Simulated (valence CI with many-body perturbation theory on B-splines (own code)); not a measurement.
Gd XLIV in brief

Computed by valence CI with perturbative core correlation (CI+MBPT): three valence electrons over a frozen Dirac-Fock core [Ar], a basis of 7 s, 7 p, 8 d, 6 f, 4 g, 1 h functions for each j, with the one-electron correlation potential Σ1 (screened to all orders), the two-electron term Σ2, the three-electron term Σ3, Breit, model QED; selected single and double excitations, second order for the rest, scaled by the run's own slope (own B-spline code, finite nucleus).

The last digits are not significant, and no measured levels were compared; by estimate large intervals hold to a few tenths of a per cent, small ones and those within an open d or f shell to about a per cent. Only levels of the ground parity were solved; by the run's estimate the other parity begins above the list, which can be wrong where configurations are misplaced.

Levels are named by their leading jj configuration (3d3/2^4 stands for four electrons in 3d with j = 3/2), which in mixed levels can hold well under half, so a name can repeat and another be missing.

Rates and lifetimes use the calculated energies. Strong lines usually hold to 10 to 20 %, long lifetimes can be off by a factor of two.

Q: What is the ground level?

A: (3d3/2^3) J=3/2, composition 51 % 3d3 4F + 36 % 3d3 2D + 9 % 3d3 2P, g = 0.676.

Q: How well does LS coupling describe the low levels?

A: Among the lowest 19 levels the leading LS term, summed over configurations, holds 58 % on average. For single configurations the figures are 58 % in LS and 94 % in jj coupling. Terms mix most in the J = 3/2 level at 288640 cm⁻¹, where the leading one holds 39 %.

Q: Name the longest-lived excited levels whose lifetime is computed, and their main decay.

A: (3d3/2^2 3d5/2) J=9/2 at 312920 cm⁻¹ lives 523 ms, mostly by M1 to (3d3/2^2 3d5/2) J=7/2.

Q: What is the ionisation energy?

A: 3425 eV; NIST lists 3424 ± 4 eV (theoretical).
